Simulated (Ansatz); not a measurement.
**Telling isomers of C2H8SiSn apart by their spectra**

These gas-phase data were calculated for one isomer of C2H8SiSn at PBE-D3(BJ)/def2-SVP (harmonic, unscaled wavenumbers; equilibrium rotational constants with average atomic masses):

```
rotational constants            : 5.228, 1.217, 1.04 GHz
all wavenumbers above 1500 cm⁻¹ : 3083, 3075, 3066, 3066, 2970, 2970, 2059, 1637
```

Candidates:

(1) `C[SiH](C)[SnH]`, a singlet
(2) `C[SiH2][Sn][CH3]`, a singlet

Q: Which candidate do the data belong to?

A: Candidate (1). 1 mode lies between 2000 and 2380 cm⁻¹, one for each Si–H bond, while (2) has 2.

The same quantities for all candidates:

|  | rotational constants (GHz) | wavenumbers above 1500 cm⁻¹ | E above the lowest, PBE-D3(BJ)/def2-SVP (kcal/mol) |
| --- | --- | --- | --- |
| (1) | 5.228, 1.217, 1.04 | 3083, 3075, 3066, 3066, 2970, 2970, 2059, 1637 | 0.0 |
| (2) | 4.695, 1.513, 1.2 | 3091, 3080, 3075, 3055, 2976, 2961, 2117, 2076 | 3.2 |

Harmonic stretches to hydrogen usually lie a few per cent above observed fundamentals. Each candidate is one conformer. Atoms past krypton carry core potentials. Programs: Ansatz 0.2.0.
